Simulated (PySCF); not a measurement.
Coordinates in bohr (charge 0 multiplicity 2):
```
K     0.0000    0.0000   -1.9843
O     1.2496    0.0000    2.4149
O    -1.2496    0.0000    2.4149
```

Method: UPBE0/[K def2-TZVP, O def2-TZVP], no relativity, density fitting, PySCF.

This geometry of KO₂ is a stationary point at this level.

(1) What is the point group?

(2) Is it a minimum?

(3) List the harmonic modes with their infrared intensities.

(4) What are the dipole moment and the gap between the highest occupied and lowest empty levels of either spin?

(5) Give the ideal-gas entropy at 298.15 K and 1 bar by parts.

Answers

(1) C2v.

(2) Yes: all harmonic wavenumbers are real.

(3) 
```
symmetry  ω (cm⁻¹)  IR (km/mol)
      b2       323          5.2
      a1       334         62.6
      a1      1248          2.9
```

(4) 9.00 D and 2.74 eV.

(5) translation 162.0, rotation 92.2, vibration 10.8, spin 5.8; total 270.7 J/(mol K).

Only a few start shapes were tried, so a lower isomer may exist.
